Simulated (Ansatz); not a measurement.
**Two structures, one formula**

The two ends of one reaction step of GaN2H4Cl, closed shell (PBE0-D4/def2-TZVP).

A:

```csv
atom,x (Å),y (Å),z (Å)
Ga1,-0.0954,0.2985,0.3377
N2,1.4586,0.5331,-0.5550
N3,-1.3083,-1.0040,0.0226
H4,-1.0778,-1.8279,-0.5068
Cl5,-0.5393,1.6889,1.9092
H6,1.6298,0.1003,-1.4468
H7,1.9654,1.3968,-0.4574
H8,-2.0329,-1.1858,0.6965
```

B:

```xyz
8
angstrom
Ga -0.6987 0.2979 0.6375
N 0.9787 0.1172 -0.6090
N -1.3510 -1.2666 0.2540
H 0.7788 -0.8158 -0.9666
Cl -0.3891 2.2554 1.4648
H 1.0257 0.7732 -1.3802
H 1.8771 0.1155 -0.1398
H -2.2215 -1.4770 0.7393
```

Computed with Ansatz 0.2.0 (basis: def2-TZVPP); correlated methods freeze the cores. Filled d shells of the heavier atoms are correlated. The def2 sets are not built for correlating such inner shells, so the correlated values are less sure here. B3LYP uses VWN-RPA correlation.

Which structure is lower at CCSD(T), and by how much? (Judge from chemistry; the value comes from the calculation.)

By the calculation: A, by 175.9 kJ/mol (electronic energy, against the other). By their contacts, A is GaN₂H₄Cl ([NH2][Ga]([NH2])[Cl]) and B is GaN₂H₄Cl ([NH][Ga]([NH3])[Cl]).

All methods give the same order:

```csv
method,E(B) − E(A) (kJ/mol)
SPW92,161.3
PBE-D4,154.7
BLYP-D4,151.4
r2SCAN-D4,169.8
B97M-V,168.5
PBE0-D4,180.3
B3LYP-D4,173.5
r2SCAN0-D4,188.8
BHLYP-D4,200.9
CAM-B3LYP-D4,190.7
wB97X-V,194.7
wB97M-V,186.9
B2PLYP,171.8
PBE-QIDH,188.3
RPA on PBE,164.6
HF,232.1
MP2,172.0
CCSD,189.3
CCSD(T),175.9
```

T1 diagnostic: at most 0.017.

Labels in which every atom is bracketed show which atoms are joined, not bond orders.

For scale, one of the runs: CCSD(T)/def2-TZVPP, 208 basis functions, launched by `ansatz run in.yaml --threads 4 --pin off --events-out ev --progress --plain --max-ram 9574MiB`. Time: 87 s of wall clock on 4 CPU threads of an Arm Neoverse V1; the host was shared. Peak host memory: 2.8 GiB.
